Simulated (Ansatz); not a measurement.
Ansatz (a first-principles code) input (wB97M-V/def2-TZVPD):

Ansatz 0.2 input:
```yaml
crystal:
  periodic: [false, false, false]
  atoms:
    - {symbol: O, position_ang: [-0.00000000, -0.00000000, -0.89733765]}
    - {symbol: Si, position_ang: [0.00000000, 0.00000000, 0.64592666]}
    - {symbol: H, position_ang: [-0.00000000, -0.00000000, -1.86427210]}
basis:
  gaussian:
    orbitals: def2-TZVPD
hamiltonian:
  xc: {name: wB97M-V}
total_charge: 1
magnetization: {spin_polarized: true, initial_magnetization: 2}
```

End of the output:

```
integrals: 0.03 GiB planned
519 factors; their error is unknown
integrals: 0.06 GiB planned
158 factors; integrals over basis functions are off by at most 1.3e-4 eV
mean field: 0.39 GiB planned
mean field evaluation 1: about -9912.9815 eV, gradient 6.9e1 eV
mean field evaluation 2: about -9869.8285 eV, gradient 1.1e2 eV
mean field evaluation 4: about -9928.2609 eV, gradient 2.8e0 eV
mean field evaluation 8: about -9928.3206 eV, gradient 1.4e-1 eV
mean field evaluation 16: about -9928.3208 eV, gradient 5.4e-5 eV
mean field -9928.32075396 eV, -364.8590580507 hartree, gradient 5.4e-5 eV, S^2 2.002156; 0 other end points of the search recorded, 0 dependent functions left out
reference -9928.32079356 eV, -364.8590595058 hartree; 12, 10 occupied and 80, 82 virtual orbitals, 519 factors
Total energy: -9928.32079356 eV, -364.8590595058 hartree
```

This state (charge 1, triplet) is run at the relaxed geometry of the species with charge 1 and multiplicity 1, and is a spin state other than that species' own.
